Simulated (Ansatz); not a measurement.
`C[SiH](F)C#N`, relaxed with RKS PBE-D4/def2-SVP in Ansatz from a rough embedded geometry. The force threshold is 0.03 eV/Å; the program also tests the step.

Total charge 0; spin multiplicity 1.

Start:

```xyz
9

C    -0.612    0.548   -0.974
Si    0.072    0.147    0.687
F    -1.193   -0.100    1.612
C     1.152   -1.388    0.788
N     1.850   -2.322    0.706
H    -1.207    1.382   -0.996
H     0.248    0.714   -1.678
H    -1.149   -0.344   -1.364
H     0.838    1.364    1.218
```

Q: By how much does the energy fall, and how many steps does the optimiser take? (Best estimate.)

A: The calculation gave: 29.07 kJ/mol, in 5 steps.

Q: Which bonds change most? (Best estimate.)

A: The calculation gave: C1–H6 from 1.025 to 1.109 Å; Si2–F3 from 1.587 to 1.636 Å; Si2–H9 from 1.533 to 1.495 Å; C1–Si2 from 1.840 to 1.861 Å.

Q: Give the relaxed structure. (Estimate.)

A: Ansatz gave: 
```xyz
9

C    -0.570    0.503   -1.013
Si    0.053    0.200    0.715
F    -1.192   -0.110    1.730
C     1.128   -1.327    0.714
N     1.809   -2.282    0.682
H    -1.232    1.391   -1.039
H     0.282    0.682   -1.701
H    -1.138   -0.375   -1.381
H     0.860    1.318    1.293
```
